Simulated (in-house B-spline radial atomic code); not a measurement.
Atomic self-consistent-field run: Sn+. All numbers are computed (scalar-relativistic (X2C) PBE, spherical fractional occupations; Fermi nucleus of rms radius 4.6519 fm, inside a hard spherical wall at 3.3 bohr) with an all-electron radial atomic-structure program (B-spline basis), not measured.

Command:
```bash
python run_scf.py task.json out
```
Settings (nuclear radius in fm, mass in u):
```
Z                50
configuration    [Kr] 4d10 5s1 5p1 5d1
hamiltonian      x2c
method           pbe,pbe
spin_polarised   False
nucleus          fermi
rms_radius       4.6519
atomic_mass      119.9022
speed_of_light   137.035999084
wall_radius      3.3
```

Output (hartree, bohr):
```
 radial grid: 61 intervals, B-splines of order 8, outer radius 3.3 bohr

 iter        energy (Eh)    residual
    1       -6172.562122    4.52e-01
    2       -6172.644450    1.79e-01
    3       -6173.798926    8.15e-03
    4       -6173.799233    3.00e-03
    5       -6173.799274    7.71e-04
    6       -6173.799277    6.73e-05
    7       -6173.799277    1.71e-05
    8       -6173.799277    2.26e-06
    9       -6173.799277    6.85e-08

 total energy                     -6173.79928
 kinetic                            6508.2668
 electron-nucleus                 -14995.8999
 Hartree                            2480.2556
 exchange-correlation               -166.4219

 orbital      occ     eigenvalue          <r>       <r^2>       <1/r>       r_max
 1s         2.000     -1064.2216    0.0284755  0.00110787     55.4995     0.01808
 2s         2.000      -160.6547     0.125019    0.018492     12.5821       0.106
 2p         6.000      -144.3083     0.109318   0.0146055     11.7018     0.08464
 3s         2.000       -31.0046       0.3392    0.131693      4.4026      0.3078
 3p         6.000       -25.6513     0.337536    0.132314     4.11498       0.301
 3d        10.000       -17.3658     0.314768    0.117632     3.86438      0.2511
 4s         2.000        -4.9388     0.820945    0.763192     1.71141       0.747
 4p         6.000        -3.3250     0.889595    0.905309     1.53608      0.7901
 4d        10.000        -0.9925      1.09805     1.41784      1.2107      0.8917
 5s         1.000        -0.3076      1.87566     3.82087     0.68342       1.872
 5p         1.000         0.1274      1.96558     4.19116    0.652578       2.035
 5d         1.000         0.9069      2.00973     4.50574    0.686519       2.267
```

Run time, properties included: 0.08 s on 1 thread of Arm Neoverse V1 (shared host).

One-electron X2C: radii and densities carry no picture-change correction, so inner-shell <1/r> comes out high (for 1s by about 2 % at Z = 33, 5 % at 54, 10 % at 75, 30 % at 118) and <r> low.
